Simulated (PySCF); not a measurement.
Task: What does the PBE0-D3(BJ)/def2-SVP structure of `[F][GeH2][CH2][SiH3]` look like in three dimensions?

Result: 
```
atom  x, y, z in Å
F1     1.6535    1.9726   -0.1854
Ge2    1.6958    0.2573    0.1498
C3     0.0027   -0.4744   -0.4534
Si4   -1.5293    0.3239    0.3006
H5     2.8967   -0.2964   -0.6377
H6     1.8843    0.1268    1.6711
H7    -0.0342   -0.3837   -1.5513
H8     0.0021   -1.5524   -0.2168
H9    -1.5410    0.0907    1.7778
H10   -2.7633   -0.2836   -0.2867
H11   -1.5408    1.7932    0.0447
```

Any rigid rotation of these coordinates is as good. Atoms count from 1 in this order. Si4 (SiH3 silicon) is tetrahedral (angles from 108.6° to 110.8°). Ge2 (germanium bonded to C, F and 2 H) is distorted tetrahedral (angles from 105.9° to 112.7°).

Bonds between heavy atoms (Å): F1–Ge2 1.748, Ge2–C3 1.941, C3–Si4 1.885.

Computed with PBE0-D3(BJ)/def2-SVP geometry optimisation, gas phase in PySCF.

Point group: C1 (no symmetry element, even within 0.4 Å). Stationary, but not proved a minimum. The numbers are those of one conformer (F1–Ge2–C3–Si4 -56°).

On an Arm Neoverse V1 with one thread, shared host with 32 logical CPUs at a one-minute load of 18, this took 24 s wall and 0.46 GiB of memory at its peak. This is the geometry optimisation.
